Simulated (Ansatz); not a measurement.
System (SMILES): [AlH] (AlH) (closed-shell singlet).
Atoms: Al1, H2. Bonds: Al1-H2.

Basis-set convergence of the highest harmonic wavenumber at PBE with Ansatz (a first-principles code). Each level at its own minimum, finite differences of forces, unscaled; the reference is a large set that could be run, not a limit. Cartesian d functions, on some or all atoms, in 6-31G*, 6-31G**, 6-31+G*, 6-311G**, 6-311+G**; all else is spherical. The program fits the integrals of some runs and decomposes those of others, by size. No added dispersion term, no relativity. Reference: the value in aug-pcseg-3, 1588 cm⁻¹, itself unsure by roughly 3 cm⁻¹ (its mean distance from aug-cc-pV(Q+d)Z, def2-QZVPPD, pcseg-3). Deviations are taken from unrounded values.

```json
[
 {"basis": "STO-3G", "functions": "10"},
 {"basis": "3-21G", "functions": "15"},
 {"basis": "6-31G", "functions": "15"},
 {"basis": "6-31G*", "functions": "21"},
 {"basis": "6-31G**", "functions": "24"},
 {"basis": "6-31+G*", "functions": "25"},
 {"basis": "6-311G**", "functions": "33"},
 {"basis": "6-311+G**", "functions": "37"},
 {"basis": "6-311++G(2d,2p)", "functions": "45"},
 {"basis": "6-311++G(3df,3pd)", "functions": "65"}
]
```

Problem. Which is the smallest Pople set listed that can be trusted to 10 cm⁻¹ here, that is, within that of the reference together with its larger relatives (same family, alike in diffuse functions; a set with none to test it counts only in the reference's own line)?

Solution. The smallest set listed that lies within 10 cm⁻¹ of the reference with all its larger relatives (same family, alike in diffuse functions; a set with none counts only in the reference's own line) is 6-31G* (21 functions, 4 cm⁻¹ off). Value minus reference: STO-3G 526, 3-21G -28, 6-31G -70, 6-31G* 4, 6-31G** 2, 6-31+G* 3, 6-311G** 1, 6-311+G** 1, 6-311++G(2d,2p) -1, 6-311++G(3df,3pd) 0 cm⁻¹.
